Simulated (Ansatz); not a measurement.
A series at Ge: from `[CH3][GeH3]`, ligands are replaced one by one, each step taking up H–F and setting free H₂; n counts the steps. Ansatz, PBE0-D4/def2-TZVP geometries.

```
n                  molecule  HOMO energy, ωB97M-V/def2-TZVPP (eV)
0             `[CH3][GeH3]`                                     ?
1          `[CH3][GeH2][F]`                                -11.32
2      `[CH3][GeH]([F])[F]`                                -11.70
3  `[CH3][Ge]([F])([F])[F]`                                -12.80
```

**Question.** By hand: fit a straight line y = ȳ + b (n − n̄) to the 3 given rows and predict n = 0.

**Answer.** n̄ = 2.000, ȳ = -11.940; Σ(n − n̄)(y − ȳ) = -1.480, Σ(n − n̄)² = 2.000, so b = -0.740 eV a step. Prediction: -11.940 + (-0.740) × (-2.000) = -10.46 eV.

**Question.** By hand: compare with the computed value, -11.15 eV, and give the steps along the whole series.

**Answer.** The line misses by -0.69 eV (computed minus predicted). Steps: -0.17, -0.38, -1.10 eV.

One step carries most of the change, so a line is a poor guide. The highest orbital can change its character along such a series. The miss is 41.8 % of the series' range.
